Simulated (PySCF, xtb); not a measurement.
Protons, H atoms and electrons added to or taken from NC=O. Isolated molecules, 0 K electronic values unless said otherwise. One relaxed conformer stands for each flexible species; it need not be the lowest. Strings in code marks are SMILES.

Quantity: proton affinity at 298 K, in eV. Enthalpy corrections at 298 K come from GFN2-xTB frequencies (xtb).

Level 1: B3LYP-D3(BJ)/def2-TZVP (PySCF)
Level 2: PBE-D3(BJ)/def2-TZVP // B3LYP-D3(BJ)/def2-TZVP (PySCF)
Level 3: HF/6-31G* // B3LYP-D3(BJ)/def2-TZVP (PySCF)
Level 4: HF/STO-3G // B3LYP-D3(BJ)/def2-TZVP (PySCF)

```tsv
species	level 1	level 2	level 3	level 4
proton added at O3: `[H]/[O+]=C/N`	8.71	8.65	8.87	11.11
proton added at N1: `[NH3+]C=O` (not the most basic site)	7.90	7.87	8.02	10.71
```
